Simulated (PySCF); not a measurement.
C2H8N2Si2, SMILES CC1=N[Si@@H](N)[SiH2]1.

Geometry optimised at TPSSh-D3(BJ)/def2-SVP. The structure was generated by enumeration; whether it is a known compound was not checked. The values are those of a single conformer.

Vertical ionisation energy (IE) and electron affinity (EA) in eV. Rows of orbital energies are one-electron estimates. Where ΔSCF, EOM or ADC give a negative EA the extra electron is unbound and the value depends on the basis.

```json
[
 {"level": "−ε(HOMO), −ε(LUMO), ωB97X/def2-TZVP (PySCF)", "IE": "8.72", "EA": "-1.53"},
 {"level": "−ε(HOMO), −ε(LUMO), PBE/def2-TZVP (PySCF)", "IE": "(withheld)", "EA": "(withheld)"}
]
```

Fill in the missing entries. (The exact figures need the calculation; the answer reports its results.)


- −ε(HOMO), −ε(LUMO), PBE/def2-TZVP (PySCF), IE: 5.10
- −ε(HOMO), −ε(LUMO), PBE/def2-TZVP (PySCF), EA: 1.81
